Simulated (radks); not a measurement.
Results of a calculation; reference values are marked as such.
Q: Radial electron density D(r) = 4 pi r^2 rho(r) of an atom or ion with 49 electrons. Level of theory: scalar-relativistic Kohn-Sham, PBE, spin-unpolarised, spherical densities, point nucleus (a radial shooting solver on a logarithmic mesh with Libxc functionals).

```
   r/bohr * D(r) (the largest magnitude, 113, reaches the edge; | marks zero)
 0.003154 |           *
 0.004042 |               *
 0.005221 |                     *
  0.00669 |                           *
 0.008642 |                                 *
  0.01107 |                                      *
  0.01431 |                                        *
  0.01833 |                                        *
  0.02368 |                                     *
  0.03059 |                                    *
   0.0392 |                                        *
  0.05063 |                                                *
  0.06489 |                                                      *
  0.08382 |                                                   *
   0.1074 |                                          *
   0.1387 |                                          *
   0.1778 |                                               *
   0.2297 |                                          *
   0.2967 |                         *
   0.3802 |                  *
   0.4911 |                      *
   0.6293 |                  *
   0.8129 |        *
    1.042 | *
    1.346 *
    1.724 *
    2.228 *
```

What is the nuclear charge?

A: Z = 64. The innermost maximum, from 1s, lies near gamma/Z bohr with gamma = sqrt(1 - (Z/c)^2) = 0.884, here 0.0138 bohr (found: 0.0151), and its height grows with Z. The density is that of the gadolinium ion Gd15+ in [Kr] 4d10 4f3; the configuration itself is not fixed sharply by these data, and Z only to a few units. D(r) has 4 maxima, at r = 0.0151, 0.0675, 0.188, 0.515 bohr, and minima at 0.0292, 0.124, 0.374 bohr, inside which lie 1.95, 11.18, 29.28 electrons.
